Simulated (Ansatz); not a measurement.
Ca₄Se₃⁺. Charge 1, multiplicity 2. Geometry PBE-D4/def2-SVP.

```tsv
atom	x (Å)	y (Å)	z (Å)
Ca1	2.0163	2.6205	1.8028
Ca2	1.0151	-0.7242	-2.2342
Ca3	-0.5881	0.2330	1.0494
Ca4	-2.8694	-3.4154	-2.2193
Se5	-0.1077	1.8919	3.0915
Se6	-1.2419	-1.6236	-1.0667
Se7	1.7758	1.0177	-0.4235
```

Another isomer (doublet) lies 1.64 eV lower at PBE0-D4/def2-SVP; other spin states weren't run for this one.

Question: Estimate the α-spin orbital energies around the gap (eV) in Ansatz with PBE-D4/def2-SVP, r2SCAN-D4/def2-SVP, PBE0-D4/def2-SVP, r2SCAN0-D4/def2-SVP.

Answer: 
```tsv
orbital	PBE-D4/def2-SVP	r2SCAN-D4/def2-SVP	PBE0-D4/def2-SVP	r2SCAN0-D4/def2-SVP
HOMO−5	-8.62	-8.80	-9.63	-9.75
HOMO−4	-8.24	-8.44	-9.22	-9.35
HOMO−3	-7.69	-7.77	-8.62	-8.68
HOMO−2	-7.42	-7.49	-8.30	-8.36
HOMO−1	-7.13	-7.23	-7.98	-8.05
HOMO	-6.37	-6.43	-6.97	-7.03
LUMO	-5.40	-4.91	-4.85	-4.54
LUMO+1	-4.80	-4.50	-4.11	-3.79
LUMO+2	-4.72	-4.40	-3.91	-3.68
LUMO+3	-4.71	-4.30	-3.67	-3.51
LUMO+4	-4.63	-4.24	-3.61	-3.46
LUMO+5	-4.56	-4.21	-3.52	-3.33
β HOMO	-7.13	-7.23	-7.98	-8.05
β LUMO	-5.64	-5.11	-5.03	-4.82
```
